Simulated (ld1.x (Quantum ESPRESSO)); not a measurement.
hafnium (Hf): PAW pseudisation with PBEsol, scalar-relativistic reference atom.

| Property | Result |
| --- | --- |
| Element | Hf |
| Generator | ld1.x (Quantum ESPRESSO) 7.5 |
| Type | PAW |
| Functional | PBEsol |
| Relativity | scalar-relativistic |
| Frozen core | [Kr] 4d10 4f14 5s2 |
| Valence charge | 10 |
| Reference configuration | 5p6 5d2 6s0 6p0 (charge +2) |
| Partial waves | 6s (bound, empty): rcut 1.70, rcutus 2.30 bohr; 6s channel at 1.4 Ry: rcut 1.70, rcutus 2.30 bohr; 5p (bound): rcut 1.75, rcutus 2.00 bohr; 6p (bound, empty): rcut 1.75, rcutus 2.00 bohr; 5d (bound): rcut 1.75, rcutus 2.05 bohr; 5d channel at 3.6 Ry: rcut 1.75, rcutus 2.05 bohr |
| Local potential | all-electron potential smoothed inside 1.65 bohr (lloc = -1) |
| Core correction | Bessel-smoothed model core, default radius (core density twice the valence density) |
| Augmentation charge | BESSEL, radius 1.50 bohr |

All-electron outer shells of the reference configuration (PBEsol, scalar-relativistic, ld1.x):

```
shell  level (eV)  outermost node (bohr)  outermost maximum (bohr)
   5p      -50.65                   0.60                      1.16
   4f      -31.94                      –                      0.45
   6s      -17.39                   1.36                      2.65
   5d      -16.69                   0.67                      1.65
   6p      -11.85                   1.62                      3.36
```

Task: Is the overlap operator S = 1 + Σ q|β⟩⟨β| positive definite (Bessel basis up to 400 Ry)?

Result: No: its lowest eigenvalue is -0.049, in the s channel, so the generalised eigenproblem breaks down once the basis is large enough.

Test run stopped at test 1 of 7 (negative rho).

The ghost test of this file was not conclusive. Its overlap operator is not positive definite in a basis up to 400 Ry (lowest eigenvalue s -0.05, p -0.04, d -0.02), so the file is unfit for use: the generalised eigenproblem breaks down once the basis is large enough, and its test numbers describe a broken file.
